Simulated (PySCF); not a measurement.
Computed vibrations of [TlCl2]−

[TlCl2]− (singlet). PySCF 2.14.0, RKS PBE, Tl def2-SVP with ECP60, Cl def2-SVP; non-relativistic Hamiltonian with scalar-relativistic core potentials where named; density fitting; no spin-orbit coupling. Central differences of gradients.

```xyz
3

Tl    0.0000    0.0000    0.0000
Cl    0.0000    0.0000    2.8314
Cl    0.0000    0.0000   -2.8314
```

Run from Python with OMP_NUM_THREADS=2. Where DIIS fails, smearing, a level shift and second-order steps follow.
It took 3.7 s on 2 threads of Arm Neoverse V1 (shared host).

Question: What are the harmonic wavenumbers and infrared intensities?

Answer: Modes are labelled in D∞h; negative numbers are unstable modes, those under 60 cm⁻¹ near the noise; a finer grid moves soft modes by up to 10 cm⁻¹.
| cm⁻¹ | km/mol | symmetry |
| --- | --- | --- |
| -62 | – | πu |
| -62 | – | πu |
| 162 | 138.7 | σu+ |
| 188 | 0.0 | σg+ |

Question: Is this a minimum?

Answer: No: 2 unstable; the lowest moves the atoms so:
```
Tl  -0.23  0.00  0.00
Cl   0.69  0.00  0.00
Cl   0.69  0.00  0.00
```
